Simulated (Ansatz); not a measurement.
Sn(vinyl)H3 (C2H6Sn). The state is a singlet with charge 0. Geometry relaxed at r2SCAN-D4/def2-TZVP.

```xyz
9

Sn   -0.977    0.027    1.024
C     0.195   -0.452   -0.693
C     1.281    0.223   -1.058
H    -0.122   -1.298   -1.300
H     1.655    1.078   -0.499
H     1.856   -0.049   -1.941
H    -0.011   -0.037    2.431
H    -2.256   -1.095    1.159
H    -1.619    1.603    0.877
```

In the def2 sets Sn takes a core potential; there is no spin–orbit coupling.

(1) Estimate the harmonic wavenumbers at RKS r2SCAN-D4/def2-TZVP (Ansatz, unscaled). Is this a minimum?

Results:

(1) 98i, 220, 380, 443, 542, 547, 689, 721, 725, 975, 1013, 1045, 1276, 1437, 1642, 1925, 1927, 1936, 3096, 3123, 3176 cm⁻¹. No: 1 imaginary mode, a saddle point. Zero-point energy 160.5 kJ/mol. Run time 72 s (4 threads of Arm Neoverse V1 on a shared host).
